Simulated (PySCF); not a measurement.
A geometry optimisation on `N[SiH2][AsH][SiH3]`.

Computed with PBE0-D3(BJ)/def2-SVP geometry optimisation, gas phase (PySCF 2.14.0). Start geometry: GFN2-xTB. A driver script takes a list of jobs; this job's settings line and coordinates (Å) are shown.

Command:
```bash
OMP_NUM_THREADS=1 python probes_run.py task.json out
```

Input:
```
{"job": {"xc": "PBE0", "basis": "def2-SVP", "d3": "d3bj", "grid": 1, "shake": 0.01, "kind": "geom"}, "charge": 0, "multiplicity": 1}
N      2.098070     0.464940     0.787440
Si     1.233610    -0.755360    -0.089930
As    -0.519750     0.071780    -1.430180
Si    -1.968630     0.500250     0.285450
H      1.574650     0.974730     1.496730
H      2.627940     1.151930     0.254870
H      2.292400    -1.366780    -0.920590
H      0.836750    -1.684670     0.958710
H     -1.058820    -1.292710    -1.673000
H     -3.354140     0.723680    -0.234880
H     -1.609370     1.728560     0.995820
H     -2.113010    -0.544620     1.325250
```

Output:
```
step   0  E = -2873.37479256  max force = 0.020717
step   1  E = -2873.38069141  max force = 0.005835
step   2  E = -2873.38128453  max force = 0.001533
step   3  E = -2873.38133402  max force = 0.000448
step   4  E = -2873.38135430  max force = 0.000599
step   5  E = -2873.38136899  max force = 0.000523
step   6  E = -2873.38139291  max force = 0.000202
step   7  E = -2873.38141424  max force = 0.000283
step   8  E = -2873.38143480  max force = 0.000401
step   9  E = -2873.38144753  max force = 0.000308
optimisation converged
```

Energies in Eh; «max force» is the largest Cartesian gradient component in Eh/bohr.

Q: How much energy does the optimisation release, in kcal/mol?

A: E(step 0) − E(last step) = 0.006655 Eh, which is 4.2 kcal/mol.

Q: Give the first gradient maximum in eV/Å.

A: With 1 Eh/bohr = 51.422 eV/Å, 1.065 eV/Å.

Main results: final energy -2873.38145 Eh after 9 steps; dipole 1.14 D.

Q: Where do the atoms end?

A: 0.159 Å rms from the input after alignment:
```
atom  x, y, z in Å
N1     1.9438    0.6039    0.7941
Si2    1.2708   -0.7068   -0.1103
As3   -0.5372   -0.0529   -1.5326
Si4   -1.9148    0.4644    0.3155
H5     1.4412    0.9670    1.5966
H6     2.4390    1.3469    0.3138
H7     2.3327   -1.2619   -1.0021
H8     0.8133   -1.7422    0.8649
H9    -1.0814   -1.4752   -1.6461
H10   -3.3180    0.7100   -0.1345
H11   -1.3862    1.7220    0.9314
H12   -1.9218   -0.6003    1.3680
```

On an Arm Neoverse V1 with one thread, shared host with 32 logical CPUs at a one-minute load of 26, this took 69 s of wall time and 0.53 GiB of memory at its peak.
Labels such as C1 count atoms from 1, the log's own numbers from 0.
